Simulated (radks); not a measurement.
Species: C2+. Configuration: [He] 2s2. Calculated with a radial shooting solver on a logarithmic mesh with Libxc functionals: scalar-relativistic Kohn-Sham, PBE, spin-polarised, spherical densities, finite nucleus; Fermi nuclear charge, rms radius 2.4702 fm.

Normalised radial functions P(r) = r R(r), r in bohr:

r	1s	2s	2p
0.009287	0.2441	0.0639	0.0007
0.01134	0.2945	0.0770	0.0011
0.01385	0.3542	0.0926	0.0016
0.01692	0.4247	0.1110	0.0023
0.02067	0.5070	0.1324	0.0034
0.02525	0.6024	0.1572	0.0050
0.03108	0.7160	0.1867	0.0075
0.03796	0.8391	0.2184	0.0110
0.04637	0.9745	0.2529	0.0159
0.05664	1.1195	0.2894	0.0231
0.06917	1.2690	0.3259	0.0332
0.08517	1.4212	0.3612	0.0481
0.104	1.5534	0.3884	0.0680
0.1271	1.6582	0.4038	0.0952
0.1552	1.7203	0.4008	0.1316
0.1895	1.7243	0.3721	0.1793
0.2315	1.6584	0.3102	0.2401
0.285	1.5103	0.2040	0.3183
0.3482	1.2983	0.0593	0.4075
0.4252	1.0380	-0.1234	0.5075
0.5194	0.7604	-0.3317	0.6120
0.6344	0.5008	-0.5438	0.7106
0.7748	0.2911	-0.7319	0.7924
0.954	0.1412	-0.8647	0.8405
1.165	0.0582	-0.8985	0.8308
1.423	0.0191	-0.8276	0.7564
1.738	0.0048	-0.6698	0.6243
2.123	0.0008	-0.4703	0.4600
2.593	0.0001	-0.2812	0.2967
3.193	0.0000	-0.1341	0.1578
3.9	0.0000	-0.0516	0.0697
4.763	0.0000	-0.0150	0.0240

1s: eigenvalue -308.54 eV, 0 radial nodes, <r> = 0.270 bohr, 90 % of the charge inside 0.485 bohr. 2s: eigenvalue -40.379 eV, 1 radial node at r = 0.373 bohr, <r> = 1.36 bohr, 90 % of the charge inside 2.11 bohr. 2p (empty): eigenvalue -31.765 eV, 0 radial nodes, <r> = 1.32 bohr, 90 % of the charge inside 2.16 bohr.
